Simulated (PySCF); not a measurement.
Species: C6H9NO2 (charge -1 and doublet state).
Z-matrix (Å and degrees, GFN2-xTB geometry), rows numbered from 1:
```
N 
C   1  1.3480
O   2  1.2276  1  125.03
C   2  1.5184  1  111.51  3   179.08
C   4  1.5447  2  110.48  1    54.99
C   5  1.5047  4  112.03  2   -63.72
C   6  1.4072  5  124.58  4   147.43
C   7  1.3952  6  128.35  5   -15.94
O   8  1.2555  7  125.92  6  -177.78
H   1  1.0997  2  109.89  3   153.79
H   1  1.0119  2  115.82  3    15.07
H   4  1.0922  2  108.93  1   176.87
H   4  1.0936  2  109.03  1   -64.67
H   5  1.0914  4  108.77  2    58.11
H   5  1.1005  4  107.58  2   174.06
H   6  1.0892  5  113.65  4   -60.83
H   7  1.0860  6  116.14  5   168.39
H   8  1.1136  7  116.23  6     3.00
```

The hyperfine couplings belong to this conformer and change with its torsions.

Identity: `N[C]([O-])CC/C=C\C=O` [radical] (charge -1).

The calculation used UKS B3LYP, pcH-1 on C H N O, non-relativistic, mean-field spin-orbit, GIAO (PySCF). Whether the extra electron is bound in the gas phase wasn't checked; a finite basis holds it in any case. Couplings are sensitive to structure, and on GFN2-xTB geometries they can be far from those on DFT ones, by a factor of two or more for some ions and for spin on atoms past the first row. The frame is twisted about the C6–C7 bond at this geometry (dihedral C5–C6–C7–C8 = -16°); couplings at other torsion angles weren't computed. No stability test was run, so a lower SCF solution isn't excluded.

Principal values of hyperfine tensors in MHz (contact and dipolar terms together), for some of the nuclei:

```
atom  isotope       A1      A2      A3
  C6      13C    23.70   24.76  129.35
 H15       1H    39.88   40.23   46.90
  N1      14N    30.08   30.38   37.66
  O9      17O  -110.45   21.36   22.57
 H18       1H   -17.23  -15.50   -3.57
 H17       1H   -17.06  -13.78   -2.08
  C5      13C   -11.18  -10.51   -6.92
 H10       1H   -11.66  -10.50   48.73
```

(1) Split each tensor into its isotropic and traceless parts, and turn a_iso into mT with g = 2.0040.

(2) What spin density at the nucleus of H15 lies behind its contact coupling (g_N = 5.58569)?

(3) H11 (1H, g_N = 5.58569) isn't in the table. Its spin density at the nucleus is 0.002663 bohr⁻³. What is its contact coupling?

(4) Which nucleus of the table has the largest anisotropic coupling, and what is its form?

(5) What first-order splitting does C6 cause when the field lies along A1, A2 or A3 of its tensor (g taken as isotropic, no quadrupole term)?

Answers

(1) a_iso = (A1 + A2 + A3)/3, Ti = Ai − a_iso; 1 mT corresponds to 28.049 MHz.

```
atom  a_iso (MHz)  a_iso (mT)      T1      T2     T3
  C6        59.27       2.113  -35.57  -34.51  70.08
 H15        42.34       1.509   -2.45   -2.10   4.56
  N1        32.71       1.166   -2.63   -2.32   4.95
  O9       -22.18      -0.791  -88.28   43.53  44.74
 H18       -12.10      -0.431   -5.13   -3.40   8.53
 H17       -10.97      -0.391   -6.08   -2.81   8.89
  C5        -9.54      -0.340   -1.64   -0.97   2.62
 H10         8.86       0.316  -20.52  -19.35  39.87
```

(2) a_FC = 800.24 MHz bohr³ × g_N × ρ(0)/(2S). With a_FC = 42.34 MHz and 2S = 1, ρ(0) = 0.009472 bohr⁻³. In magnitude that is 3.0 % of the 1/π = 0.318 of a free hydrogen atom.

(3) By the same relation, a_FC = 11.90 MHz. Its full tensor has the principal values 7.95, 11.01, 16.76 MHz.

(4) O9: -88.3, 43.5, 44.7 MHz, axial, in the ratio +1:+1:−2.

(5) 2 lines (I = 1/2), spaced by |A_i|/(g × 13.996): 0.85, 0.88, 4.61 mT along the axes of A1, A2 and A3.

The SMILES draws the unpaired electron on C2; the largest computed Mulliken spin population is on C6 (0.38 against 0.00).
